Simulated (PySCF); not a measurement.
**Optical rotation: `C[C@H]1C[P@]1(=O)C1CC1`, C6H11OP**

Molfile (atoms numbered from 1):
```
C6H11OP
     RDKit          3D

 19 20  0  0  0  0  0  0  0  0999 V2000
    2.7747   -0.6475   -0.0681 C   0  0  0  0  0  0  0  0  0  0  0  0
    1.3426   -0.4150    0.3329 C   0  0  1  0  0  0  0  0  0  0  0  0
    0.8728    1.0755    0.4549 C   0  0  0  0  0  0  0  0  0  0  0  0
    0.1667    0.1521   -0.9315 P   0  0  1  0  0  5  0  0  0  0  0  0
    0.5669    0.4153   -2.3204 O   0  0  0  0  0  0  0  0  0  0  0  0
   -1.5493   -0.3710   -0.6646 C   0  0  0  0  0  0  0  0  0  0  0  0
   -2.5380    0.6468   -0.1664 C   0  0  0  0  0  0  0  0  0  0  0  0
   -2.1203   -0.4834    0.7125 C   0  0  0  0  0  0  0  0  0  0  0  0
    3.4576   -0.2978    0.7065 H   0  0  0  0  0  0  0  0  0  0  0  0
    2.9862   -0.1091   -0.9908 H   0  0  0  0  0  0  0  0  0  0  0  0
    2.9586   -1.7066   -0.2390 H   0  0  0  0  0  0  0  0  0  0  0  0
    0.9934   -1.0549    1.1351 H   0  0  0  0  0  0  0  0  0  0  0  0
    1.6239    1.8083    0.1886 H   0  0  0  0  0  0  0  0  0  0  0  0
    0.3268    1.3395    1.3491 H   0  0  0  0  0  0  0  0  0  0  0  0
   -1.8707   -1.0683   -1.4296 H   0  0  0  0  0  0  0  0  0  0  0  0
   -3.5308    0.6403   -0.5901 H   0  0  0  0  0  0  0  0  0  0  0  0
   -2.1685    1.6360    0.0620 H   0  0  0  0  0  0  0  0  0  0  0  0
   -1.4796   -0.2686    1.5543 H   0  0  0  0  0  0  0  0  0  0  0  0
   -2.8229   -1.2825    0.8971 H   0  0  0  0  0  0  0  0  0  0  0  0
  1  2  1  0
  2  3  1  0
  3  4  1  0
  4  5  2  0
  4  6  1  6
  6  7  1  0
  7  8  1  0
  4  2  1  0
  8  6  1  0
  1  9  1  0
  1 10  1  0
  1 11  1  0
  2 12  1  1
  3 13  1  0
  3 14  1  0
  6 15  1  0
  7 16  1  0
  7 17  1  0
  8 18  1  0
  8 19  1  0
M  END
```

Level of theory: TDDFT B3LYP/def2-SVPD circular dichroism and optical rotation, one conformer, gas phase in PySCF 2.14.0. Geometry: GFN2-xTB.

The molecule is flexible and this is one conformer; a measurement averages over conformers. States above about 6.7 eV (minus the energy of the highest occupied orbital) lie near or above the ionisation threshold and depend on the basis.

Stereocentres: C2 S, P4 S.

(1) What is the specific rotation at 633, 589.3, 546, 436, 405, 365, 355 nm?

(2) And for the mirror image at 589.3 nm?

(3) What is the molar rotation [Φ] = [α]·M/100 of the geometry above at 589.3 nm?

## Answers

(1) [α] in deg dm⁻¹ (g/mL)⁻¹:
| λ (nm) | origin-invariant length gauge | modified velocity gauge | length gauge (centre of mass) | isotropic polarisability (au) |
| --- | --- | --- | --- | --- |
| 633 | +49.0 | +58.7 | +48.3 | 95.5 |
| 589.3 | +56.8 | +68.2 | +56.0 | 95.9 |
| 546 | +66.5 | +80.2 | +65.6 | 96.3 |
| 436 | +106.4 | +130.0 | +104.8 | 98.1 |
| 405 | +124.1 | +152.9 | +122.3 | 99.0 |
| 365 | +154.1 | +192.8 | +151.8 | 100.5 |
| 355 | +163.1 | +205.2 | +160.8 | 100.9 |

(2) -56.8 deg dm⁻¹ (g/mL)⁻¹ (origin-invariant length gauge): the same size and the opposite sign.

(3) With M = 130.13 g/mol, +73.9 deg cm² dmol⁻¹ (origin-invariant length gauge).

The first excitation lies at 5.85 eV (212 nm) with R = +7.9 × 10⁻⁴⁰ esu² cm² (velocity form).
